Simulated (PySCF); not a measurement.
Cost of one run: EPR job, `[SiH3]Nc1cc(ccc1)[O]` [radical].

Method: UKS B3LYP, pcH-1 on C H N O Si, non-relativistic, mean-field spin-orbit, GIAO (PySCF 2.14.0). Geometry: GFN2-xTB. Work: unrestricted SCF, g, hyperfine, density and orbital grids written, density fitting. The input is one job of a driver script: a line of settings, then coordinates in Å.

Command:
```bash
OMP_NUM_THREADS=1 python probes_run.py task.json out
```

Input:
```
{"job": {"kind": "epr", "basis": "pcH-1"}, "charge": 0, "multiplicity": 2}
O     -3.050688     1.883923     0.441273
C     -2.195683     1.033885     0.155067
C     -2.565902    -0.290461    -0.322104
C     -1.607121    -1.214894    -0.627247
C     -0.252020    -0.917155    -0.493135
C      0.169439     0.350521    -0.042282
N      1.507748     0.633038     0.078689
Si     2.881024    -0.381723    -0.232943
C     -0.784432     1.295462     0.272070
H     -3.618651    -0.504708    -0.421101
H     -1.891993    -2.195891    -0.980453
H      0.491585    -1.659383    -0.736358
H      1.673346     1.574335     0.402496
H      2.886425    -0.798669    -1.637477
H      4.011318     0.485113     0.079462
H      2.833623    -1.557377     0.639970
H     -0.495016     2.276015     0.622504
```

Hardware: Arm Neoverse V2, one thread, shared host. PySCF's memory limit was set to 1600 MB.

The basis has 315 functions.

Question: Estimate the wall time.

Answer: About 2.6 min. CPU seconds by part: SCF 64, spin–orbit mean field 4.4, g tensor 52, hyperfine 26.

Question: Estimate the peak memory.

Answer: About 1.1 GiB. Peak memory is the resident size of the whole Python process, interpreter and libraries included.

Question: At this speed, how long would 20000 such jobs take on 96 cores, one job a core?

Answer: 20000/96 gives 209 rounds of 2.6 min, about 9.1 h of wall time and 870 core-hours, if the jobs don't slow each other.

Times come from a shared host and carry two figures at best.

The run converged: ⟨S²⟩ 0.786; g_iso 2.0059.
